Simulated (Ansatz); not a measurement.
The same path of a periodic cell of 17 atoms, CuSi16 (host Si, host structure diamond, interstitial Cu), cell charge +1 was run twice with different band settings. Lost on the way: Si3–Cu17, Si5–Cu17, Si7–Cu17, Si8–Cu17, Si16–Cu17. Made: Si1–Cu17, Si2–Cu17, Si9–Cu17, Si11–Cu17, Si13–Cu17.

Level of theory: DFT PBE, scalar-relativistic, plane waves, PAW (Ansatz 0.2.0). Settings: PAW set soft_1, cutoff 420 eV, k mesh 2x2x2, gaussian smearing 0.05 eV, no spin polarisation.

Relaxed end points:

```xyz
17
Lattice="0.0000 5.4300 5.4300 5.4300 0.0000 5.4300 5.4300 5.4300 0.0000" Properties=species:S:1:pos:R:3
Si 0.055 -0.051 -0.055
Si 1.392 1.299 1.297
Si 2.675 2.758 -0.004
Si 4.134 4.043 1.296
Si 2.674 -0.004 2.756
Si 4.133 1.300 4.038
Si 5.434 2.758 2.755
Si 6.650 4.213 4.211
Si 0.068 2.669 2.670
Si 1.406 4.027 4.024
Si 2.762 5.365 2.668
Si 4.077 6.786 4.015
Si 2.760 2.669 5.362
Si 4.073 4.013 6.787
Si 5.303 5.554 5.557
Si 6.846 6.786 6.783
Cu 7.991 8.293 8.300
```

```xyz
17
Lattice="0.0000 5.4300 5.4300 5.4300 0.0000 5.4300 5.4300 5.4300 0.0000" Properties=species:S:1:pos:R:3
Si -0.060 0.003 -0.004
Si 1.352 1.399 1.397
Si 2.658 2.684 -0.056
Si 4.028 4.011 1.314
Si 2.654 -0.058 2.680
Si 4.027 1.313 4.002
Si 5.385 2.673 2.668
Si 6.739 4.021 4.022
Si 0.139 2.853 2.854
Si 1.481 4.198 4.199
Si 2.709 5.431 2.657
Si 4.112 6.829 4.068
Si 2.712 2.655 5.426
Si 4.115 4.069 6.829
Si 5.397 5.371 5.367
Si 6.718 6.742 6.742
Cu 9.652 6.947 6.944
```

Common settings: movable images 3; climbing image yes; spring 5.0 eV/Å²; force threshold 0.05 eV/Å; end points relaxed.

| run | optimiser | start path | iteration limit | largest step |
| --- | --- | --- | --- | --- |
| 1 | quadratic models (default) | IDPP | 66 | default |
| 2 | fire | default | 50 | 0.5 Å |

Question: What does each run give, and how far can it be trusted?

Answer: Run 1: converged after 11 iterations, highest image 0.048 eV above the first end. A structure lower than the first end lies on the path between it and the top, so the climb from that side starts below the end, which may itself be a saddle point or a shallow side well. By the program's own check the climbing image is of a kind that is not told: the force calls were inconclusive, a negative curvature could not be distinguished from the path's own, the only one lies far off the path, or fixed occupations may fill a level only in part (lowest curvatures found: -1.07 and -0.06 eV/Å²).
Run 2: converged after 39 iterations, highest image 0.046 eV above the first end. A structure lower than the last end lies on the path between it and the top, so the climb from that side starts below the end, which may itself be a saddle point or a shallow side well. The order of the stationary point at the top wasn't checked.
Limits of this set-up: coarse k mesh, a small cell, in which the defect meets its images, charged cell in a uniform background, uncorrected.
